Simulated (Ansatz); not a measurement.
Stepwise reaction of `FCBCF` with hydrogen fluoride, as a gas-phase model of exchange steps in deposition or etching. ΔE in kJ/mol; ΔG adds harmonic PBE0-D4 terms to CCSD(T)/CBS, at 1 bar.

Gas-phase electronic energies from Ansatz, PBE0-D4/def2-TZVP geometries. CCSD(T)/CBS is the MP2 limit (def2-TZVPP, def2-QZVPP) plus CCSD(T) − MP2 in def2-TZVPP, frozen cores. This one scheme is used for every species. DFT in def2-TZVPP. B3LYP here is the variant with VWN-RPA as its local correlation; programs differ in this. Each species was taken in one conformer, which may not be the lowest.

```tsv
step	reaction	PBE-D4	B3LYP-D4	ωB97M-V	CCSD(T)/CBS	ΔG(500 K)
1	`FCBCF` + H–F → `FBCF` + `CF`	-129.7	-139.5	-136.1	-133.4	-133.0
```

(1) Give the row of step 2, `FBCF` + H–F → `FBF` + `CF`. (An estimate is asked.)

(2) By hand: ΔE of the 2 steps together at CCSD(T)/CBS.

Results:

(1) The calculation gave: 
| step | reaction | PBE-D4 | B3LYP-D4 | ωB97M-V | CCSD(T)/CBS | ΔG(500 K) |
| --- | --- | --- | --- | --- | --- | --- |
| 2 | `FBCF` + H–F → `FBF` + `CF` | -156.5 | -166.3 | -163.8 | -161.3 | -157.9 |

(2) (-133.4) + (-161.3) = -294.7 kJ/mol, or -147.4 kJ/mol a step.

In ΔE each step is lower than the one before. All are downhill at CCSD(T)/CBS. ΔG lies between -157.9 and -133.0 kJ/mol a step. PBE-D4 differs from CCSD(T)/CBS by 3.7 to 4.8 kJ/mol a step. Isolated molecules leave out the surface, adducts and barriers. Largest T1 diagnostic: 0.013.
